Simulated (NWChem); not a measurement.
System: AlH$_{3}$O$_{3}$; SMILES [OH][Al]([OH])[OH]

```xyz
7

Al     0.0000     0.0000     0.0000
O     -1.4712     0.8429     0.0000
H     -1.5335     1.7990     0.0000
O      1.4656     0.8526     0.0000
H      2.3247     0.4286     0.0000
O      0.0056    -1.6955     0.0000
H     -0.7912    -2.2276     0.0000
```
Atoms are numbered in this order, from 1.

Program: NWChem. Pople sets run with spherical d functions. Coordinates come from a PBE0/def2-SVP optimisation. Atomic charges in e: unrestrained fits to the electrostatic potential beside Mulliken populations; buried atoms are poorly determined by the fit.

For level Hartree-Fock/6-31G*:

- ESP Al1 = 1.53
- Mulliken Al1 = 1.45
- ESP O2 = -0.98
- Mulliken O2 = -0.96
- ESP O4 = -0.98
- Mulliken O4 = -0.96
- ESP O6 = -0.98
- Mulliken O6 = -0.96

What are these values for level B3LYP/def2-SVP?


| Quantity | Value |
|---|---|
| ESP Al1 | 1.28 |
| Mulliken Al1 | 0.84 |
| ESP O2 | -0.85 |
| Mulliken O2 | -0.47 |
| ESP O4 | -0.85 |
| Mulliken O4 | -0.47 |
| ESP O6 | -0.85 |
| Mulliken O6 | -0.47 |
